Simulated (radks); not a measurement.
Dipole-allowed excitations along the series with 11 electrons in [Ne] 3s1. Method: non-relativistic Kohn-Sham, LDA (Slater exchange, Perdew-Wang correlation), spin-polarised, spherical densities, point nucleus; open shells are filled with parallel spins first; computed with a radial shooting solver on a logarithmic mesh with Libxc functionals. Time-dependent linear response with the Hartree and adiabatic LDA kernel, continuum included through the Sternheimer equations. Lines are the poles of the dipole polarisability below minus the highest occupied eigenvalue, found on a grid refined at the orbital gaps; the lowest seven at most are given, and weak or close lines can be missed. The first line takes the name of the lowest orbital gap if no other gap lies below it; otherwise a line is named after a gap within 0.6 % of it, if that gap stands alone.

species  -e(HOMO) (eV)  lowest orbital gap (eV)  first line (eV)      f  static alpha (bohr^3)
K8+             166.93             3s-3p 18.645   19.986 (3s-3p)  0.497                 0.9707
Ca9+            201.46             3s-3p 20.616   22.096 (3s-3p)  0.467                 0.7455
Sc10+           239.04             3s-3p 22.583   24.200 (3s-3p)  0.440                 0.5855
Ti11+           279.67             3s-3p 24.547   26.300 (3s-3p)  0.416                 0.4684
V12+            323.34             3s-3p 26.507   28.395 (3s-3p)  0.395                 0.3808
Cr13+           370.04             3s-3p 28.465   30.488 (3s-3p)  0.375                 0.3139
